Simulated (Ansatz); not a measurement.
Coupled-cluster diagnostics for Ga₂S₃, Ansatz.

Geometry of the singlet (B3LYP-D4/def2-SVP):

```xyz
5

Ga   -1.2191    2.1503   -0.4502
Ga    0.2802   -0.9269    0.4598
S     1.1918    1.0978   -0.3056
S    -0.2474    0.0046   -1.6302
S    -0.0055   -2.3257    1.9263
```

Correlated methods freeze 33 core orbitals; core or outer-core shells of Ga are correlated, in sets that lack core-valence functions. Another isomer (singlet) lies 0.45 eV lower at PBE0-D4/def2-TZVP; other spin states weren't run for this one.

Question: Estimate the CCSD(T) correlation energy, the shares of MP2 and (T), T1 and the reference's ⟨S²⟩ for: charge 0, singlet, own geometry in def2-TZVP; and the rough time on 4 threads of Intel Xeon Platinum 8375C on a shared host.

Answer: 
```
                          state      basis  correlation (eV)  MP2 share (%)  (T) share (%)     T1  ⟨S²⟩ (pure)  wall time
charge 0, singlet, own geometry  def2-TZVP           -27.326           92.3            5.6  0.017  0.00 (0.00)       86 s
```
Customary marks for T1 are 0.02 (closed shells), 0.045 (open shells) and about 0.05 (3d metals). T1 stays under 0.02 throughout.
